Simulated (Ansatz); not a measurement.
C₂H₅AlClF, SMILES `C[CH2][Al]([F])[Cl]`. Total charge 0; spin multiplicity 1. Geometry: relaxed with PBE0-D4/def2-TZVP. It is one conformer, not always the lowest.

```xyz
10

C     0.675    0.448    1.055
C    -0.495   -0.284    0.400
Al   -0.482   -0.344   -1.537
F    -1.707   -1.062   -2.368
Cl    1.059    0.479   -2.685
H     0.598    0.431    2.145
H     1.634   -0.001    0.787
H     0.720    1.495    0.746
H    -0.550   -1.322    0.753
H    -1.452    0.160    0.703
```

Question: What is the dipole moment at r2SCAN/def2-TZVPP? (Best estimate.)

Answer: Ansatz gave: 2.21 D, with components (0.10, 0.13, 2.21) D in this frame, pointing from negative to positive charge.

Question: And with PBE, B3LYP, ωB97M-V? (Best estimate.)

Answer: Ansatz gave: PBE 2.23 D, B3LYP 2.24 D, ωB97M-V 2.20 D.

Question: Give the Mulliken charges with r2SCAN, B3LYP, ωB97M-V in def2-TZVPP. (An estimate is asked.)

Answer: Computed: 
```tsv
atom	r2SCAN	B3LYP	ωB97M-V
C1	-0.12	-0.24	-0.31
C2	-0.26	-0.29	-0.37
Al3	0.73	0.71	0.70
F4	-0.35	-0.34	-0.33
Cl5	-0.26	-0.26	-0.23
H6	0.04	0.08	0.11
H7	0.05	0.08	0.11
H8	0.05	0.08	0.11
H9	0.06	0.08	0.11
H10	0.06	0.09	0.11
```

B3LYP here is the variant with VWN-RPA as its local correlation; programs differ in this.
